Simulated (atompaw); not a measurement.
**Building the PAW (atompaw) potential for niobium (LDA (PW92), scalar-relativistic).**

Nb (Z = 41), PAW, made with atompaw 4.2.0.5 (LDA (PW92), scalar-relativistic). Core [Kr], reference 4d4 5s1 5p0. Waves: 5s (bound): rc 3.00 bohr; 5s channel at 3.15 Ry: rc 3.00 bohr; 5p (bound, empty): rc 3.00 bohr; 5p channel at 4 Ry: rc 3.00 bohr; 4d (bound): rc 2.00 bohr; 4d channel at 1.25 Ry: rc 2.00 bohr. Local part: bessel scheme, radius 2.05 bohr. Core correction: smooth core density matched at 2.25 bohr. Augmentation charge: sinc compensation charge, radius 2.65 bohr; PAW radius 3.00 bohr; waves and projectors: custom rrkj gramschmidtortho.

* Cutoffs needed: 25 Ry and 35 Ry (the cutoffs (Ry, on a coarse ladder) from which the occupation-weighted sum of valence levels, in a spherical-Bessel basis at the reference potential, stays within 10 and 1 mRy of its value at 400 Ry)
* Ghost test: no extra level below or beside the all-electron valence levels (s, p, d, f tested) (spherical-Bessel basis up to 400 Ry, 20 bohr box)
* Lowest eigenvalue of the overlap operator: 0.73 (s channel)
* Overlap eigenvalues printed by atompaw (projector basis): 1.01, 1.29, 1.55, 6.08, 13, 30.1
* Share of each valence orbital outside the PAW sphere: 5s 65 %, 5p 89 %, 4d 19 %
